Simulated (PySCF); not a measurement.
**SrSn: from constants to spectrum**

PBE0 constants of SrSn, ³Π (triplet), unpaired electrons σ ↑, π ↑, a second solution, started from another occupation (Sr def2-SVP with ECP28, Sn def2-SVP with ECP28; scalar-relativistic core potentials (PySCF 2.14); masses 87.9056 and 119.9022 u):

| Property | Result |
| --- | --- |
| ωe | 99.1 cm⁻¹ |
| ωexe | 0.401 cm⁻¹ |
| Be | 0.027284 cm⁻¹ |
| αe | 0.000121 cm⁻¹ |

Problem. What force constant and bond length do these constants imply?

Solution. Reduced mass μred = 50.720 u; k = 5.8918×10⁻⁷·μred·ωe² (u, cm⁻¹, mdyn/Å) = 0.293 mdyn/Å; Re = √(16.8576/(μred·Be)) (u, cm⁻¹, Å) = 3.490 Å.

Problem. Estimate the centrifugal constant D from the Kratzer relation and find the Dunham coefficient a1.

Solution. D = 4Be³/ωe² = 8.27e-09 cm⁻¹; a1 = −1 − αeωe/(6Be²) = -3.68.

Spin–orbit coupling is left out, which matters for elements this heavy, above all for dissociation energies.
